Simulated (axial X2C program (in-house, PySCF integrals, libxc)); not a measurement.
# CuH⁺: nuclear properties from DFT to coupled cluster

Computed with an axial X2C code built on PySCF integrals: two-component X2C with atomic mean-field Coulomb and Gaunt terms, Gaussian nuclei, basis Cu dyall-acv3z, H dyall-av3z with contracted cores.

R = 1.467 Å (near the PBE0 minimum at charge 1 of the determinant lowest at the starting distance; the state shown can have its own minimum elsewhere); state Ω = 1/2 (⟨Sz⟩ = 0.50, ⟨Lz⟩ = 0.00 at PBE0).

| level | Eeff magnitude (GV/cm) | Ws magnitude Cu (kHz) | A∥/gI Cu (MHz) | qzz Cu (a.u.) | A∥/gI H (MHz) |
| --- | --- | --- | --- | --- | --- |
| PBE0 | 1.19 | 0.888 | 2160 | 1.50 | 82.1 |
| HF | 0.459 | 0.31 | 1580 | 2.73 | -35.7 |
| B3LYP | 1.17 | 0.874 | 2280 | 1.54 | 85.8 |

Eeff is the effective electric field on the electron electric dipole moment in this Ω state and Ws the scalar–pseudoscalar constant of the nucleus named (defined with the proton number Z and per Ω); A∥ (defined per Ω) follows by multiplying with gI = μI/(I μN); qzz is the electric field gradient, eQq0 = 234.96 MHz × Q/barn × qzz. The operators were transformed with the bare-nucleus X2C matrices; with these basis sets, hyperfine constants and field gradients can be off by tens of per cent, and where levels differ in sign neither size nor sign is settled.

Finite-field MP2, CCSD and CCSD(T), with 19 electrons correlated in 130 natural virtual spinors (MP2 remainder added):

```json
{"level": "MP2", "Eeff magnitude (GV/cm)": "0.9", "Ws magnitude Cu (kHz)": "0.606", "A∥/gI Cu (MHz)": "1380", "qzz Cu (a.u.)": "2.78", "A∥/gI H (MHz)": "35.6"}
{"level": "CCSD", "Eeff magnitude (GV/cm)": "1.11", "Ws magnitude Cu (kHz)": "0.817", "A∥/gI Cu (MHz)": "1680", "qzz Cu (a.u.)": "1.92", "A∥/gI H (MHz)": "73.9"}
{"level": "CCSD(T)", "Eeff magnitude (GV/cm)": "1.06", "Ws magnitude Cu (kHz)": "0.776", "A∥/gI Cu (MHz)": "2090", "qzz Cu (a.u.)": "2.09", "A∥/gI H (MHz)": "56.9"}
```

T1 = 0.074 (Lee–Taylor), a sign of multireference character. One unrestricted determinant, the lowest of a limited PBE0 search, is the reference; the functionals treat spin collinearly. Eeff spreads by more than a factor of two over the levels. Correlation of the inner shells is missing, which matters for properties at the nucleus. Number of frozen shells: Cu 2 s, 1 p; H none.

(1) By how much does correlation change each value, CCSD(T) against HF?

Results:

(1) Eeff magnitude 131 %; Ws magnitude Cu 150 %; A∥/gI Cu 32 %; qzz Cu -23 %; A∥/gI H from -35.7 to 56.9, a change of sign.
